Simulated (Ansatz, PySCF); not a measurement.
Species: sum formula SnOF₂, charge 0, multiplicity 1. SMILES: [O]=[Sn]([F])[F]
Coordinates optimised at B3LYP-D3(BJ)/def2-TZVP (Ansatz, a first-principles code):
```
Sn
O 1 1.8251
F 1 1.9083 2 131.13
F 1 1.9083 2 131.13 3 -180.00
```

Wanted: vertical ionisation energy (to the doublet state of charge +1; each state is the SCF solution reached for its spin), in eV. Correlated levels leave the core frozen unless marked. UHF or UKS for open shells. Spin-orbit coupling is left out. The frozen core is the preceding noble-gas configuration, with the filled d and f shells of earlier blocks. Past Kr the def2 sets carry scalar-relativistic core potentials. CBS(X,Y): correlation extrapolated as X^-3; Hartree-Fock from the larger set. The bracket is a focal-point correction in the basis named.

```json
[
 {"level": "HF/def2-SVPD", "program": "Ansatz", "vertical ionisation energy (eV)": "9.41"},
 {"level": "SVWN5/def2-TZVPD", "program": "Ansatz", "vertical ionisation energy (eV)": "11.71"},
 {"level": "B3LYP/def2-TZVPD", "program": "Ansatz", "vertical ionisation energy (eV)": "11.22"},
 {"level": "PBE0/def2-TZVPD", "program": "Ansatz", "vertical ionisation energy (eV)": "11.03"},
 {"level": "BHLYP/def2-TZVPD", "program": "Ansatz", "vertical ionisation energy (eV)": "10.77"},
 {"level": "wB97M-V/def2-TZVPD", "program": "Ansatz", "vertical ionisation energy (eV)": "11.09"},
 {"level": "wB97X-V/def2-TZVPD", "program": "Ansatz", "vertical ionisation energy (eV)": "11.06"},
 {"level": "B2PLYP/def2-TZVPD", "program": "Ansatz", "vertical ionisation energy (eV)": "11.27"},
 {"level": "MP2/def2-SVPD", "program": "Ansatz", "vertical ionisation energy (eV)": "11.48"},
 {"level": "MP2/def2-TZVPPD", "program": "Ansatz", "vertical ionisation energy (eV)": "11.44"},
 {"level": "RI-MP2/def2-TZVPPD", "program": "Ansatz", "vertical ionisation energy (eV)": "11.44"},
 {"level": "RI-MP2/def2-QZVPPD", "program": "Ansatz", "vertical ionisation energy (eV)": "11.51"},
 {"level": "CCSD(T)/def2-SVPD", "program": "Ansatz", "vertical ionisation energy (eV)": "11.18"},
 {"level": "RI-MP2/CBS(def2-TZVPPD,def2-QZVPPD)+[CCSD(T)-MP2]/def2-SVPD", "program": "Ansatz", "vertical ionisation energy (eV)": "11.27"},
 {"level": "RI-MP2/CBS(def2-TZVPPD,def2-QZVPPD)+[CCSD(T)-MP2]/def2-TZVPPD", "program": "Ansatz", "vertical ionisation energy (eV)": "11.25"}
]
```

For comparison, minus the highest occupied orbital energy (PySCF): 7.77 eV at r2SCAN/def2-TZVPD, 13.10 eV at HF/def2-TZVPD, 8.16 eV at TPSSh/def2-TZVPD.
